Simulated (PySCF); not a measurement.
# Radial density of Tc (technetium, neutral)

r2SCAN0, [Kr] 4d5 5s1 5p1, high-spin 8P determinant (an excited configuration). Calculation: PySCF 2.14, in x2c-TZVPPall; scalar relativity by spin-free X2C-1e.

```json
{"r (bohr)": "0.0368", "4πr²ρ (e/bohr)": "48.91", "4πr²(ρα − ρβ)": "0.0000"}
{"r (bohr)": "0.0620", "4πr²ρ (e/bohr)": "50.01", "4πr²(ρα − ρβ)": "0.0159"}
{"r (bohr)": "0.104", "4πr²ρ (e/bohr)": "67.82", "4πr²(ρα − ρβ)": "0.1379"}
{"r (bohr)": "0.175", "4πr²ρ (e/bohr)": "47.17", "4πr²(ρα − ρβ)": "0.5218"}
{"r (bohr)": "0.295", "4πr²ρ (e/bohr)": "50.79", "4πr²(ρα − ρβ)": "0.7109"}
{"r (bohr)": "0.496", "4πr²ρ (e/bohr)": "30.98", "4πr²(ρα − ρβ)": "-0.0058"}
{"r (bohr)": "0.834", "4πr²ρ (e/bohr)": "12.41", "4πr²(ρα − ρβ)": "1.8090"}
{"r (bohr)": "1.40", "4πr²ρ (e/bohr)": "8.579", "4πr²(ρα − ρβ)": "3.3356"}
{"r (bohr)": "2.36", "4πr²ρ (e/bohr)": "2.039", "4πr²(ρα − ρβ)": "1.7417"}
{"r (bohr)": "3.97", "4πr²ρ (e/bohr)": "0.5781", "4πr²(ρα − ρβ)": "0.5773"}
{"r (bohr)": "6.68", "4πr²ρ (e/bohr)": "0.08224", "4πr²(ρα − ρβ)": "0.0822"}
{"r (bohr)": "11.2", "4πr²ρ (e/bohr)": "0.001688", "4πr²(ρα − ρβ)": "0.0017"}
```

Densities and radii are taken from the X2C orbitals without a picture-change correction, which distorts them close to the nucleus.

(1) Where is the radial spin density 4πr²(ρα − ρβ) most negative, and why is it negative at all?

Results:

(1) Around r = 0.496 bohr, down to -0.0058 e/bohr: exchange with the open shell polarises the paired shells in an unrestricted calculation.
